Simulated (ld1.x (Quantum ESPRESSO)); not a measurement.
## Cu (Z = 29): one change to an RRKJ potential, before and after

```
Element                 : copper (Cu)
Generator               : ld1.x (Quantum ESPRESSO) 7.5
Type                    : norm-conserving RRKJ (Kleinman–Bylander form)
Functional              : LDA (PZ)
Relativity              : scalar-relativistic
Frozen core             : [Ar]
Valence charge          : 11
Reference configuration : 3d10 4s1 4p0
Partial waves           : 4p (bound, empty): rc 3.90 bohr; 3d (bound): rc 1.00 bohr; 4s (bound): rc 1.80 bohr
Local potential         : the s channel
Core correction         : a·sin(br)/r model core inside 0.45 bohr
```

Change: all radii but the core radius scaled by about 0.89 (s 1.60, p 3.46, d 0.88 bohr).

Cutoffs: the cutoffs (Ry, on a coarse ladder) from which the occupation-weighted sum of valence levels, in a spherical-Bessel basis at the reference potential, stays within 10 and 1 mRy of its value at 400 Ry; they do not see the model core or the augmentation charge, which bear on the density cutoff. Errors are all-electron minus pseudo energies relative to the spin-unpolarised reference configuration.

Q: How do hardness, ghosts and transferability respond?

A: The potential gets harder (180 Ry and 260 Ry → 230 Ry and 300 Ry); of the 9 tests that both files solve, the error grows in 1 and shrinks in 0 by more than 15 % and 0.3 meV (median size 197.1 → 198.1 meV); neither file shows a bound ghost. A smaller radius makes the pseudo-wave follow the all-electron one further in, where it bends more sharply, so more plane waves are needed.

| quantity | base | changed |
| --- | --- | --- |
| cutoff, loose | 180 Ry | 230 Ry |
| cutoff, tight | 260 Ry | 300 Ry |
| loose cutoff by channel (10 mRy a level) | d 160 Ry, s 8 Ry | d 180 Ry, s 18 Ry |
| bound ghosts | none | none |
| error for 3d10 4s0 4p0, meV [ΔE 8.43 eV] | -20 | -18 |
| error for 3d9 4s0 4p0, meV [ΔE 30.12 eV] | -208 | -210 |
| error for 3d8 4s0 4p0, meV [ΔE 69.49 eV] | -1402 | -1448 |
| error for 3d9 4s1 4p1, meV [ΔE 6.93 eV] | -253 | -256 |
| error for 3d10 4s0.5 4p0, meV [ΔE 3.30 eV] | -4.2 | -3.9 |
| error for 3d10 4s0 4p1, meV [ΔE 4.26 eV] | -4.9 | -4.3 |
| error for 3d9 4s2 4p0, meV [ΔE 2.00 eV] | -275 | -259 |
| error for 3d10 4s1 4p0 (spin-polarised), meV [ΔE -0.18 eV] | -0.3 | -0.7 |
| error for 3d9 4s0 4p0 (spin-polarised), meV [ΔE 29.88 eV] | -197 | -198 |
